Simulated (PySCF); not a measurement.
H6OSi2, SMILES [SiH3]O[SiH3]. Atoms are numbered in the order given.

```xyz
9

Si     0.0000    -0.0645     1.6001
O      0.0003     0.3690     0.0000
Si     0.0000    -0.0645    -1.6001
H     -0.0334     1.1726     2.4254
H     -1.1970    -0.9003     1.9100
H      1.2296    -0.8450     1.9255
H      1.2296    -0.8450    -1.9255
H     -0.0334     1.1726    -2.4254
H     -1.1970    -0.9003    -1.9100
```

Geometry optimised at B3LYP-D3(BJ)/def2-SVP.

Level of theory: B3LYP/pcJ-1 (PySCF).

Isotropic couplings with Fermi-contact, spin-dipole and both spin-orbit terms, one fixed conformer, no vibrational averaging. Isotopes: 1H, 29Si.

Computed spin–spin coupling constants:
| pair | bonds apart | J (Hz) |
|---|---|---|
| Si1–H4 | 1 | -251.4 |
| Si1–H5 | 1 | -232.9 |
| Si1–H6 | 1 | -233.4 |
| Si3–H7 | 1 | -233.4 |
| Si3–H8 | 1 | -251.4 |
| Si3–H9 | 1 | -232.9 |
| Si1–Si3 | 2 | -2.1 |
| H4–H5 | 2 | 15.6 |
| H4–H6 | 2 | 15.7 |
| H5–H6 | 2 | 15.9 |
| H7–H8 | 2 | 15.7 |
| H7–H9 | 2 | 15.9 |
| H8–H9 | 2 | 15.6 |
| Si1–H7 | 3 | 0.4 |
| Si1–H8 | 3 | -6.8 |
| Si1–H9 | 3 | 0.4 |
| Si3–H4 | 3 | -6.8 |
| Si3–H5 | 3 | 0.4 |
| Si3–H6 | 3 | 0.4 |
| H4–H8 | 4 | -0.6 |
| H5–H9 | 4 | 0.3 |
